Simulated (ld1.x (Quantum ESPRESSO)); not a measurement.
## Transferability test, TM potential for gallium (Ga)

| Quantity | Value |
| --- | --- |
| Element | Ga |
| Generator | ld1.x (Quantum ESPRESSO) 7.5 |
| Type | norm-conserving Troullier–Martins (Kleinman–Bylander form) |
| Functional | PBE |
| Relativity | scalar-relativistic |
| Frozen core | [Ar] 3d10 |
| Valence charge | 3 |
| Reference configuration | 4s1.5 4p0 (charge +1.5) |
| Partial waves | 4s (bound): rc 1.50 bohr; 4p (bound, empty): rc 1.60 bohr |
| Local potential | all-electron potential smoothed inside 1.45 bohr (lloc = -1) |
| Core correction | Bessel-smoothed model core, default radius (core density twice the valence density) |

Energies are relative to the spin-unpolarised reference configuration 4s1.5 4p0; without spin polarisation the order of configurations can differ from experiment. The frozen-core shift is the all-electron ΔE with the core orbitals held at their reference shape minus the fully relaxed ΔE.

**Question.** Give the all-electron excitation energy and the error of the potential for: 4s2 4p1; 4s2 4p0; 4s1 4p0; 4s0 4p3; 4s2 4p0.5; 4s1 4p2; 4s2 4p1.3.

**Answer.**

| valence configuration | charge | ΔE all-electron (eV) | error AE − PS (meV) | frozen-core shift (meV) |
| --- | --- | --- | --- | --- |
| 4s2 4p1 | 0 | -15.034 | -42 | +63 |
| 4s2 4p0 | +1 | -9.346 | -16 | +23 |
| 4s1 4p0 | +2 | 11.781 | -25 | +33 |
| 4s0 4p3 | 0 | -1.663 | -7.6 | +7.8 |
| 4s2 4p0.5 | +0.5 | -13.004 | -31 | +46 |
| 4s1 4p2 | 0 | -8.497 | -11 | +17 |
| 4s2 4p1.3 | -0.3 | -15.568 | -44 | +68 |

Levels in the configuration 4s0 4p3:

```csv
level,all-electron (eV),pseudo (eV)
4p,-4.019,-4.018
```
